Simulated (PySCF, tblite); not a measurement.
A database entry of computed molecular properties. Lists by class give the value and the number of equivalent atoms.

```json
{
 "formula": "C4H3N2Si",
 "smiles": "N#CC1=[C]C=N[SiH2]1",
 "charge": 0,
 "multiplicity": 2,
 "geometry_level": "GFN2-xTB",
 "electronic_structure_code": "PySCF",
 "results": {
  "GFN2-xTB geometry": {
   "point_group": "Cs",
   "rotational_constants_GHz": [5.396, 1.697, 1.312]
  },
  "GFN2-xTB harmonic vibrations, gas phase": {
   "strongest_ir_bands_cm-1_km_per_mol_modes": [
    [557.5, 78.9, 1],
    [710.6, 182.1, 1],
    [832.6, 127.8, 1],
    [1525.8, 135.4, 1],
    [2320.7, 224.0, 1],
    [2386.3, 381.1, 1]
   ],
   "zpe_kcal_per_mol": 34.2
  },
  "UKS B3LYP, pcH-1 on C H N Si, non-relativistic, mean-field spin-orbit, GIAO": {
   "g_iso": 2.00159,
   "g_tensor": [2.00113, 2.0013, 2.00232],
   "s2": 0.763,
   "a_iso_by_class_MHz": [
    ["13C", 355.0, 1],
    ["29Si", -99.7, 1],
    ["13C", 48.9, 1],
    ["13C", 38.2, 1],
    ["13C", -12.2, 1]
   ]
  }
 }
}
```

The rotational constants make it an asymmetric top with κ = (2B − A − C)/(A − C) = -0.81, nearer the prolate limit (−1). The zero-point energy, half the sum of the 24 harmonic wavenumbers, equals 11980 cm⁻¹ or 143 kJ/mol. With B = h/(8π²I), that is 505.379 GHz u Å² over I, the principal moments of inertia are 93.7, 297.8 and 385.1 u Å² (most abundant isotopes); the inertial defect Ic − Ia − Ib is -6.4 u Å² (zero for a rigid planar frame, negative otherwise). g_iso is shifted by about -730 ppm from the free-electron value 2.002319; the principal values span 0.0012. At 9.50 GHz, hν = g·μB·B₀ (B₀ the magnetic field) puts the centre of the isotropic spectrum, to first order, at 339.1 mT.

 In GFN2-xTB open shells enter through the occupations alone, without spin polarisation, so single modes can be far off. Hyperfine couplings depend on the geometry, which wasn't re-optimised at a DFT level.
